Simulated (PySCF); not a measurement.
Electronic structure of Ag (silver, neutral) at the UHF level

Configuration: [Kr] 4d9 5s2, 2D determinant (an excited configuration). Computed with PySCF 2.14 in aug-cc-pVTZ-PP with one added diffuse shell each of s, p, d, f, g type with ECP28MDF (7s7p6d4f3g, 113 functions), with a scalar-relativistic core potential.

```
Total energy                                                  : -145.921534 hartree
One-electron energy                                           : -258.4254 hartree
Hartree (Coulomb) energy                                      : 125.6011 hartree
Exchange energy                                               : -13.0973 hartree
⟨S²⟩                                                          : 0.7533
⟨L²⟩                                                          : 6.029
Sum of ⟨r⟩                                                    : 26.37 bohr
Sum of ⟨r²⟩                                                   : 51.28 bohr²
Traceless quadrupole moment −½Σ⟨3z² − r²⟩ along its main axis : -0.343 e·bohr²
```

```
shell  electrons  mean orbital energy (eV)  spread (eV)  rms radius, mean of both spins (bohr)
 4s α          1                   -124.48            0                                  0.979
 4s β          1                   -122.28            0                                  0.979
 4p α          3                   -82.069        1.812                                   1.08
 4p β          3                   -79.382        1.416                                   1.08
 4d α          5                   -18.661        2.117                                   1.46
 4d β          4                   -17.486        1.593                                   1.46
 5s α          1                    -7.649            0                                   3.41
 5s β          1                    -7.327            0                                   3.41
```

Energies and moments cover only the electrons outside the core potential.
